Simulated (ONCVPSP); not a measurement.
# Transferability test, ONCV potential for lead

- Element: Pb (Z = 82)
- Generator: ONCVPSP 4.0.1
- Type: optimised norm-conserving Vanderbilt (ONCV)
- Functional: PBEsol
- Relativity: scalar-relativistic
- Frozen core: [Kr] 4d10 4f14
- Valence charge: 22
- Reference configuration: 5s2 5p6 5d10 6s2 6p1.5 (charge +0.5)
- Partial waves: 5s+6s: rc 1.55 bohr, ncon 3, nbas 8, qcut 8.8 1/bohr, 2 projectors; 5p+6p: rc 1.90 bohr, ncon 4, nbas 8, qcut 9 1/bohr, 3 projectors, debl 1.3 Ha; 5d: rc 1.70 bohr, ncon 5, nbas 10, qcut 9.2 1/bohr, 2 projectors, debl 3.9 Ha
- Local potential: polynomial inside 1.25 bohr (lpopt 5, dvloc0 3 Ha)
- Core correction: Teter function, fcfact 3.25, rcfact 1.5

Energies are relative to the spin-unpolarised reference configuration 5s2 5p6 5d10 6s2 6p1.5; without spin polarisation the order of configurations can differ from experiment.

```tsv
valence configuration	charge	ΔE all-electron (eV)	error AE − PS (meV)
5s2 5p6 5d10 6s2 6p2	0	-2.503	+1.1
5s2 5p6 5d10 6s2 6p0	+2	17.543	-8.9
5s2 5p6 5d10 6s0 6p4	0	15.403	-8.9
```

Problem. What are ΔE and the potential's error for 5s2 5p6 5d10 6s2 6p1?

Solution. ΔE = 4.095 eV all-electron; the error (AE − PS) is -1.9 meV.

Levels in the configuration 5s2 5p6 5d10 6s2 6p2:

```tsv
level	all-electron (eV)	pseudo (eV)
5s	-144.190	-144.185
5p	-85.812	-85.812
5d	-21.161	-21.162
6s	-12.096	-12.095
6p	-3.517	-3.517
```
